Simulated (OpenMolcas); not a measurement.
Ti2+: moving or changing the point charges

Ti2+ among 6 point charges of -2 e arranged as an octahedron (Oh), 1.88 Å from the ion.

| Quantity | Value |
| --- | --- |
| Program | OpenMolcas 26.06 |
| Method | CASSCF |
| Basis | ANO-RCC-VDZP [5s4p2d1f] |
| Scalar Hamiltonian | DKH2, point nucleus |
| Active space | 2 electrons in 5 orbitals (3d) |
| State averaging | 2S+1 = 3 even, 10 roots; 2S+1 = 1 even, 15 roots |
| Spin-orbit coupling | state interaction with AMFI integrals over the reference wave functions |

Runs around this geometry, states (labels of O, the rotations of Oh). Energies in cm-1 above the lowest state or level, χT in cm3 K/mol; under a threefold ground state the first gap can be a small split of the lowest multiplet, not the spin-orbit step; 10Dq and B are least-squares fits to the states below 45000 cm-1, weighted by degeneracy, with a free offset, and given where the rms deviation is under 5 % of |10Dq| (or 100 cm-1) and under 700 cm-1.

```
R (Å)  q (e)  Ground state  First state of that spin   10Dq  B (rms of fit)  First gap with spin-orbit (degeneracies)  χT at 300 K  First state of another spin
 1.88     -1           3T1                  3T2 6927   8636       833 (271)                                4.0 (2, 3)        1.151                    1T2 11289
 1.88     -2           3T1                 3T2 15219  17966       705 (558)                                1.2 (2, 3)        1.174               2S+1 = 1: 9694
 2.03     -2           3T1                 3T2 10514  13362       767 (629)                                2.3 (2, 3)        1.157                    1T2 10599
```

Taking |10Dq| as R^-n, n = -ln(13362 / 17966) / ln(2.03 / 1.88) = 3.9 between the shortest and longest distance. The point-charge formula for a cubic d site gives n = 5.

Scaling the charges by -1 / -2 = 0.50 scales |10Dq| by 8636 / 17966 = 0.48; with fixed orbitals a first-order splitting would follow the charge.

An orbital triplet at a regular site is open to Jahn-Teller coupling, which can distort the site and quench the lowest spin-orbit gaps and is left out. Without dynamic correlation the repulsion within the d shell is too large (B by tens of per cent), so at a given field states of lower spin stand too high. This is an electrostatic model: the charges have no orbitals. No measured value stands beside these numbers.

A state without a sure symmetry label is named by its multiplicity alone.
